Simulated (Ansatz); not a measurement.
Wavefunction ladder for `C[O][Al][OH]` radical

| atom | x (Å) | y (Å) | z (Å) |
| --- | --- | --- | --- |
| C1 | 0.896 | -1.026 | -0.739 |
| O2 | -0.118 | -0.250 | -0.180 |
| Al3 | -0.305 | 1.108 | 0.797 |
| O4 | -1.902 | 1.581 | 1.139 |
| H5 | 1.899 | -0.657 | -0.490 |
| H6 | 0.819 | -2.059 | -0.383 |
| H7 | 0.802 | -1.038 | -1.830 |
| H8 | -2.091 | 2.342 | 1.687 |

The species carries charge 0 and has multiplicity 2. The geometry is a stationary point of PBE0-D4/def2-TZVP. It is one conformer, not always the lowest. Frozen core, unrestricted reference, Ansatz. CBS rows extrapolate triple and quadruple zeta; past MP2 they add the triple-zeta difference.

```
     basis     HF (Eh)  MP2 corr.  CCSD corr.       (T)  CCSD(T) total
  def2-SVP  -431.67757   -0.55838           ?  -0.01359              ?
def2-TZVPP  -432.00414   -0.70946    -0.72804  -0.02651     -432.75869
def2-QZVPP  -432.02135          ?           –         –              –
 CBS(def2)  -432.02372          ?           ?     as TZ              ?
```

Question: Fill in the withheld values. (Estimate.)

Answer: Ansatz gave: def2-SVP CCSD corr.: -0.58582; def2-SVP CCSD(T) total: -432.27698; def2-QZVPP MP2 corr.: -0.76455; CBS(def2) MP2 corr.: -0.80536; CBS(def2) CCSD corr.: -0.82394; CBS(def2) CCSD(T) total: -432.87417.
